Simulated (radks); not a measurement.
Isoelectronic series with 30 electrons, each ion in its NIST ground configuration. All-electron calculation, scalar-relativistic Kohn-Sham, PBE, spin-unpolarised, spherical densities, finite nucleus; Fermi nuclear charge, rms radius of each element as measured or else 0.836 A^(1/3) + 0.57 fm. Program: a radial shooting solver on a logarithmic mesh with Libxc functionals. Total energies (hartree) and mean radii <r> (bohr):

Zn: configuration [Ar] 3d10 4s2; E (hartree) -1796.00997; 4s 2.655; 3d 0.9115; 3p 0.7133; 3s 0.6810
Ga+: configuration [Ar] 3d10 4s2; E (hartree) -1943.71818; 4s 2.217; 3d 0.8075; 3p 0.6792; 3s 0.6519
Ge2+: configuration [Ar] 3d10 4s2; E (hartree) -2097.97943; 4s 1.941; 3d 0.7316; 3p 0.6469; 3s 0.6242
As3+: configuration [Ar] 3d10 4s2; E (hartree) -2258.77876; 4s 1.743; 3d 0.6721; 3p 0.6166; 3s 0.5980
Se4+: configuration [Ar] 3d10 4s2; E (hartree) -2426.11488; 4s 1.590; 3d 0.6236; 3p 0.5885; 3s 0.5735
Br5+: configuration [Ar] 3d10 4s2; E (hartree) -2599.99566; 4s 1.466; 3d 0.5827; 3p 0.5624; 3s 0.5505
Kr6+: configuration [Ar] 3d10 4s2; E (hartree) -2780.43394; 4s 1.363; 3d 0.5477; 3p 0.5383; 3s 0.5290
Rb7+: configuration [Ar] 3d10 4s2; E (hartree) -2967.44678; 4s 1.275; 3d 0.5172; 3p 0.5160; 3s 0.5089
Sr8+: configuration [Ar] 3d10 4s2; E (hartree) -3161.05383; 4s 1.200; 3d 0.4902; 3p 0.4954; 3s 0.4901
Zr10+: configuration [Ar] 3d10 4s2; E (hartree) -3568.14180; 4s 1.075; 3d 0.4446; 3p 0.4585; 3s 0.4560
